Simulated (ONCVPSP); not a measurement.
**Varying the ONCV potential for Zn (Z = 30)**

Base potential:

| Item | Value |
| --- | --- |
| Element | zinc |
| Generator | ONCVPSP 4.0.1 |
| Type | optimised norm-conserving Vanderbilt (ONCV) |
| Functional | PBE |
| Relativity | scalar-relativistic |
| Frozen core | [Ne] |
| Valence charge | 20 |
| Reference configuration | 3s2 3p6 3d10 4s2 |
| Partial waves | 3s+4s: rc 1.30 bohr, ncon 4, nbas 9, qcut 7.7 1/bohr, 2 projectors; 3p: rc 1.10 bohr, ncon 4, nbas 8, qcut 11.8 1/bohr, 1 projector; 3d: rc 0.70 bohr, ncon 3, nbas 7, qcut 14.5 1/bohr, local |
| Local potential | the d channel |
| Core correction | Teter function, fcfact 5.25, rcfact 1.35 |

Cutoffs, loose and tight: the cutoffs (Ha) at which the residual kinetic energy of the hardest occupied pseudo-wave falls to 1 and 0.1 mHa per electron. They do not see the model core or the augmentation charge, which bear on the density cutoff. Test errors are all-electron minus pseudo excitation energies from the reference, over the configurations 3s2 3p6 3d10 4s1; 3s2 3p6 3d10 4s0; 3s2 3p6 3d9 4s0; 3s2 3p5 3d10 4s2. A dash means not determined; rows that change the core or the reference have their own tests.

| change | outcome | cutoff, loose | cutoff, tight | bound ghosts | GHOST(+) flags above zero | largest test error (meV) |
| --- | --- | --- | --- | --- | --- | --- |
| base | generated | 353 Ha | 638 Ha | none | s | -27 |
| p: rc 0.74 | generated | 353 Ha | 638 Ha | none | s | -27 |
| p: rc 0.86 | generated | 353 Ha | 638 Ha | none | s | -27 |
| p: rc 0.98 | generated | 353 Ha | 638 Ha | none | s | -27 |
| p: rc 1.06 | generated | 353 Ha | 638 Ha | none | s | -27 |
| p: rc 1.12 | generated | 353 Ha | 638 Ha | none | s | -27 |
| p: rc 1.24 | generated | 353 Ha | 638 Ha | none | s | -28 |
| p: rc 1.3 | generated | 353 Ha | 638 Ha | none | s | -28 |
| p: rc 1.44 | generated | 353 Ha | 638 Ha | none | s | -30 |
| p: rc 1.48 | generated | 353 Ha | 638 Ha | none | s | -30 |

**Question.** What comes out with this change to the base: p: rc 1.62?

**Answer.** outcome: generated; cutoff, loose: 353 Ha; cutoff, tight: 638 Ha; bound ghosts: none; GHOST(+) flags above zero: s; largest test error (meV): +54.

Reading the sweep of the p radius (base included, trends over the rows without a ghost): The loose cutoff stays near 353 Ha. The median size of the test errors (rows with all tests solved) is not monotonic: lowest 1.7 meV at 1.3 bohr, highest 18.0 meV at 1.62 bohr.
